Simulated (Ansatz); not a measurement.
C2H7Cl2NSi2 (SMILES N[SiH2]/C=C/[SiH](Cl)Cl), singlet, geometry from GFN2-xTB, atoms displaced at random by about 0.08 Å a coordinate; HF/STO-3G, gradient in Ansatz (a first-principles code).

The Ansatz input:
Ansatz 0.2 input:
```yaml
crystal:
  periodic: [false, false, false]
  atoms:
    - {symbol: Si, position_ang: [1.36477369, 0.06650007, 0.05792832]}
    - {symbol: Cl, position_ang: [2.48671113, -1.80855078, -0.71217032]}
    - {symbol: Cl, position_ang: [2.11751862, 0.47938905, 1.83317720]}
    - {symbol: C, position_ang: [-0.28846682, -0.15458874, -0.11364536]}
    - {symbol: C, position_ang: [-1.20807162, 0.61378158, -0.62429731]}
    - {symbol: Si, position_ang: [-3.18252207, 0.23579435, -0.71757457]}
    - {symbol: N, position_ang: [-3.75359703, 1.95161928, -0.64691472]}
    - {symbol: H, position_ang: [2.00352012, 0.99035471, -0.94093067]}
    - {symbol: H, position_ang: [-0.77319968, -1.04974594, 0.32626360]}
    - {symbol: H, position_ang: [-0.92279721, 1.40089711, -1.10851572]}
    - {symbol: H, position_ang: [-3.61828018, -0.22011130, -1.87680122]}
    - {symbol: H, position_ang: [-3.49891411, -0.66677076, 0.58247584]}
    - {symbol: H, position_ang: [-3.45318357, 2.44065917, 0.18433475]}
    - {symbol: H, position_ang: [-4.88706115, 2.08223411, -0.67013647]}
basis:
  gaussian:
    orbitals: STO-3G
hamiltonian:
  xc: hf
output: {forces: true}
```

It wrote (shortened):

```
Functional definition: HF
691 factors; integrals over basis functions are off by at most 3.5e-5 eV
mean field evaluation 1: about -43888.1441 eV, gradient 2.7e1 eV
mean field evaluation 2: about -43888.2866 eV, gradient 2.7e1 eV
mean field evaluation 4: about -43891.6888 eV, gradient 2.2e0 eV
mean field evaluation 8: about -43891.7098 eV, gradient 1.8e-4 eV
mean field -43891.70978171 eV, -1612.9905836086 hartree, gradient 9.0e-6 eV, S^2 0.000000; 0 other end points of the search recorded, 0 dependent functions left out
the calculation of the forces begins
reference -43891.70978171 eV, -1612.9905836086 hartree; 44, 44 occupied and 14, 14 virtual orbitals, 691 factors
Total energy: -43891.70978171 eV, -1612.9905836086 hartree
Atom 0 at     1.364774     0.066500     0.057928 Å, force     7.630638    -1.363046    -6.061833 eV/Å
Atom 1 at     2.486711    -1.808551    -0.712170 Å, force    -1.830123     2.415460     1.392825 eV/Å
Atom 2 at     2.117519     0.479389     1.833177 Å, force     0.881236     0.568752     3.018925 eV/Å
Atom 3 at    -0.288467    -0.154589    -0.113645 Å, force    -6.876542    -3.251605     1.636400 eV/Å
Atom 4 at    -1.208072     0.613782    -0.624297 Å, force    -4.850997    -5.819201     1.506806 eV/Å
Atom 5 at    -3.182522     0.235794    -0.717575 Å, force     3.147551     2.534213     7.040605 eV/Å
Atom 6 at    -3.753597     1.951619    -0.646915 Å, force    -4.745297    -1.398514    -1.148974 eV/Å
Atom 7 at     2.003520     0.990355    -0.940931 Å, force    -1.215714    -0.741248     1.555935 eV/Å
Atom 8 at    -0.773200    -1.049746     0.326264 Å, force     1.455578     0.532453    -0.023290 eV/Å
Atom 9 at    -0.922797     1.400897    -1.108516 Å, force     1.876171     6.618018    -3.519274 eV/Å
Atom 10 at    -3.618280    -0.220111    -1.876801 Å, force    -1.042332    -1.815073    -3.197564 eV/Å
Atom 11 at    -3.498914    -0.666771     0.582476 Å, force     0.549561     2.069073    -3.390791 eV/Å
Atom 12 at    -3.453184     2.440659     0.184335 Å, force     0.254344     0.402054     1.013894 eV/Å
Atom 13 at    -4.887061     2.082234    -0.670136 Å, force     4.765927    -0.751337     0.176335 eV/Å
Dipole moment:    -1.219358     0.419958     0.023486 e Å
```
